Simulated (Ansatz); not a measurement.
C₄H₈, triplet, at a GFN2-xTB geometry (a higher spin typed on purpose: for a closed-shell molecule this is an excited state), atoms displaced at random by about 0.08 Å a coordinate; PBE/STO-3G, gradient (Ansatz, an electronic-structure program).

Here is a job for Ansatz.
Ansatz 0.2 input:
```yaml
crystal:
  periodic: [false, false, false]
  atoms:
    - {symbol: C, position_ang: [-1.14430751, -0.83538670, 0.14310387]}
    - {symbol: C, position_ang: [-0.11617150, 0.05468069, 0.17962803]}
    - {symbol: C, position_ang: [1.20752427, -0.66448690, 0.15056187]}
    - {symbol: C, position_ang: [-0.24617905, 1.53108993, 0.11260125]}
    - {symbol: H, position_ang: [-0.87459319, -1.72431885, 0.65292171]}
    - {symbol: H, position_ang: [-1.26315911, -1.23608281, -0.96843039]}
    - {symbol: H, position_ang: [-1.96089217, -0.34132030, 0.23778256]}
    - {symbol: H, position_ang: [1.54276199, -1.23686285, 0.89656644]}
    - {symbol: H, position_ang: [2.23184116, 0.33139302, -0.24155570]}
    - {symbol: H, position_ang: [1.50814617, -1.10632718, -0.94564145]}
    - {symbol: H, position_ang: [-0.42727358, 2.16124769, -0.78245940]}
    - {symbol: H, position_ang: [-0.22653469, 2.01224296, 0.98673128]}
basis:
  gaussian:
    orbitals: STO-3G
hamiltonian:
  xc: pbe
magnetization: {spin_polarized: true, initial_magnetization: 2}
output: {forces: true}
```

It wrote (shortened):

```
Functional definition: PBE
390 factors; integrals over basis functions are off by at most 4.4e-5 eV
mean field evaluation 1: about -4213.1415 eV, gradient 3.6e0 eV
mean field evaluation 2: about -4213.2063 eV, gradient 3.0e0 eV
mean field evaluation 4: about -4213.2687 eV, gradient 5.4e-1 eV
mean field evaluation 8: about -4213.1253 eV, gradient 2.2e-2 eV
mean field -4213.12534344 eV, -154.8295006126 hartree, gradient 4.5e-5 eV, S^2 2.004035; 0 other end points of the search recorded, 0 dependent functions left out
the calculation of the forces begins
reference -4213.12536794 eV, -154.8295015130 hartree; 17, 15 occupied and 11, 13 virtual orbitals, 390 factors
Total energy: -4213.12536794 eV, -154.8295015130 hartree
Atom 0 at    -1.144308    -0.835387     0.143104 Å, force     1.079216    -6.470252    -5.415894 eV/Å
Atom 1 at    -0.116171     0.054681     0.179628 Å, force     5.905649     3.559412     0.198653 eV/Å
Atom 2 at     1.207524    -0.664487     0.150562 Å, force     4.912299     7.656566   -10.249041 eV/Å
Atom 3 at    -0.246179     1.531090     0.112601 Å, force    -0.103897    -2.434616    -4.350022 eV/Å
Atom 4 at    -0.874593    -1.724319     0.652922 Å, force    -0.710045    -1.598247     1.655663 eV/Å
Atom 5 at    -1.263159    -1.236083    -0.968430 Å, force     0.208342     0.374983     1.448135 eV/Å
Atom 6 at    -1.960892    -0.341320     0.237783 Å, force    -7.948871     3.078127     2.119993 eV/Å
Atom 7 at     1.542762    -1.236863     0.896566 Å, force     1.689747    -3.193555     4.358746 eV/Å
Atom 8 at     2.231841     0.331393    -0.241556 Å, force    -3.463750    -3.211542     2.715965 eV/Å
Atom 9 at     1.508146    -1.106327    -0.945641 Å, force    -1.754500    -0.251761     2.758691 eV/Å
Atom 10 at    -0.427274     2.161248    -0.782459 Å, force     0.149518    -0.460151    -0.068867 eV/Å
Atom 11 at    -0.226535     2.012243     0.986731 Å, force     0.036291     2.951037     4.827977 eV/Å
Dipole moment:    -0.040775    -0.044795    -0.047998 e Å
```
